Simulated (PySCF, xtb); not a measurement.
sulfur trioxide (O3S), SMILES S(=O)(=O)=O.

Harmonic wavenumbers (cm⁻¹) from GFN2-xTB run with xtb at its own minimum, in rising order: 389, 479, 479, 1033, 1310, 1311.

Problem. What does ωB97X-D3(BJ)/def2-TZVP run with PySCF give at its own minimum? (The exact figures need the calculation; the answer reports its results.)

Solution. 517, 541, 541, 1126, 1452, 1452. Paired by order, the mean absolute difference is 105 cm⁻¹ and the zero-point energies are 7.1 and 8.0 kcal/mol.
